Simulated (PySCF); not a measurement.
PySCF input (BP86/def2-SVP):

```python
from pyscf import gto, dft

mol = gto.M(
    atom='''
    Rb   -0.00000000   -0.00000000   -1.92032908
    I     0.00000000    0.00000000    1.34060710
    ''',
    basis='def2-svp',
    ecp='def2-svp',
    charge=0,
    spin=0,
    verbose=4,
)

mf = dft.RKS(mol, xc='bp86')
mf.grids.level = 3
mf.conv_tol = 1e-9
mf.max_cycle = 100
mf.max_memory = 1500
mf.kernel()
if not mf.converged:
    mf = mf.newton()
    mf.kernel(mf.make_rdm1())
mf.dip_moment()
```

Predict the final energy.

-322.04796 Eh.
